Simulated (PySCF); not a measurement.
B3H6N3, SMILES B1NBNBN1.

The structure is a stationary point at B3LYP-D3(BJ)/def2-SVP.

Level of theory: PySCF with PBE0/def2-TZVP.

```json
{
 "total_energy": "-242.45506 hartree",
 "point_group": "D3h",
 "highest_occupied_level": "-8.14 eV",
 "lowest_empty_level": "0.33 eV",
 "orbital_gap": "8.47 eV",
 "dipole_moment": "0.00 D",
 "quadrupole, principal values (traceless, Buckingham form, about the centre of nuclear charge)": "-4.26, 2.13, 2.13 D·Å",
 "mean_static_polarisability": "59.9 bohr³ (8.87 Å³)",
 "polarisability_principal_values": "41.2, 69.2, 69.2 bohr³"
}
```
